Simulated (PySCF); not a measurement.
Compound: 1,2-dihydro-3-methylnaphthalene, C11H12.
Numbering: `[CH3:1][C:2]1=[CH:3][c:4]2[cH:5][cH:6][cH:7][cH:8][c:9]2[CH2:10][CH2:11]1` (hydrogens: H12, H13, H14 on C1; H15 on C3; H16 on C5; H17 on C6; H18 on C7; H19 on C8; H20, H21 on C10; H22, H23 on C11)

The same species was optimised twice, with GFN2-xTB and with PBE0-D3(BJ)/def2-SVP (PySCF), and the same property calculations (PySCF, gas phase) were run on both structures.

```csv
coordinate,GFN2-xTB,PBE0-D3(BJ)/def2-SVP,change
C2=C3 (Å),1.334,1.347,+0.013
C4–C9 (Å),1.401,1.411,+0.010
C5–C6 (Å),1.383,1.393,+0.010
C7–C8 (Å),1.386,1.396,+0.010
C8–C9 (Å),1.383,1.393,+0.010
C6–C7 (Å),1.384,1.393,+0.009
C4–C5 (Å),1.392,1.400,+0.008
C3–C4 (Å),1.453,1.461,+0.008
C10–C11 (Å),1.527,1.523,-0.004
C2–C11 (Å),1.505,1.507,+0.002
C9–C10 (Å),1.503,1.504,+0.001
C1–C2 (Å),1.494,1.493,-0.001
C9–C10–C11 (°),111.1,112.4,+1.3
C2–C11–C10 (°),110.9,112.0,+1.1
C1–C2–C11 (°),116.8,117.7,+0.9
C8–C9–C10 (°),122.0,122.7,+0.7
C2–C3–C4 (°),121.8,122.4,+0.6
C3–C2–C11 (°),119.6,119.1,-0.5
C1–C2–C3 (°),123.6,123.1,-0.5
C4–C9–C10 (°),118.3,117.8,-0.5
```

Rotational constants: A = 2641, B = 815.0, C = 638.4 MHz (GFN2-xTB) against A = 2610, B = 803.9, C = 629.0 MHz (PBE0-D3(BJ)/def2-SVP). Point groups within 0.08 Å: C1 and C1.

On the GFN2-xTB structure: HOMO (eV) -6.06 [PBE0/pcSseg-1]; LUMO (eV) -0.68 [PBE0/pcSseg-1]; dipole (D) 1.07 [PBE0/pcSseg-1]; GIAO shielding of C1 (ppm) 160.1 [PBE0/pcSseg-1]; GIAO shielding of C2 (ppm) 40.7 [PBE0/pcSseg-1]; GIAO shielding of C3 (ppm) 56.3 [PBE0/pcSseg-1]; GIAO shielding of C4 (ppm) 47.2 [PBE0/pcSseg-1]; GIAO shielding of C5 (ppm) 56.1 [PBE0/pcSseg-1]; GIAO shielding of C6 (ppm) 54.7 [PBE0/pcSseg-1]; GIAO shielding of C7 (ppm) 55.1 [PBE0/pcSseg-1]; GIAO shielding of C8 (ppm) 54.2 [PBE0/pcSseg-1].

Question: What do these properties become on the PBE0-D3(BJ)/def2-SVP structure?

Answer: 
| property | level | on GFN2-xTB | on PBE0-D3(BJ)/def2-SVP | change |
| --- | --- | --- | --- | --- |
| HOMO (eV) | PBE0/pcSseg-1 | -6.06 | -6.04 | +0.02 |
| LUMO (eV) | PBE0/pcSseg-1 | -0.68 | -0.76 | -0.08 |
| dipole (D) | PBE0/pcSseg-1 | 1.07 | 1.10 | +0.03 |
| energy, GFN2-xTB geometry as zero (kcal/mol) | PBE0/pcSseg-1 | 0.0 | -0.4 | -0.4 |
| GIAO shielding of C1 (ppm) | PBE0/pcSseg-1 | 160.1 | 158.4 | -1.7 |
| GIAO shielding of C2 (ppm) | PBE0/pcSseg-1 | 40.7 | 39.0 | -1.7 |
| GIAO shielding of C3 (ppm) | PBE0/pcSseg-1 | 56.3 | 53.0 | -3.3 |
| GIAO shielding of C4 (ppm) | PBE0/pcSseg-1 | 47.2 | 44.9 | -2.3 |
| GIAO shielding of C5 (ppm) | PBE0/pcSseg-1 | 56.1 | 53.8 | -2.3 |
| GIAO shielding of C6 (ppm) | PBE0/pcSseg-1 | 54.7 | 52.4 | -2.3 |
| GIAO shielding of C7 (ppm) | PBE0/pcSseg-1 | 55.1 | 52.7 | -2.4 |
| GIAO shielding of C8 (ppm) | PBE0/pcSseg-1 | 54.2 | 52.2 | -2.0 |

The heavy atoms differ by 0.027 Å rms after alignment. Among bonds between heavy atoms C2=C3 changes most (+0.013 Å). Changes are differences of the printed values. Neither structure is proved a minimum here.
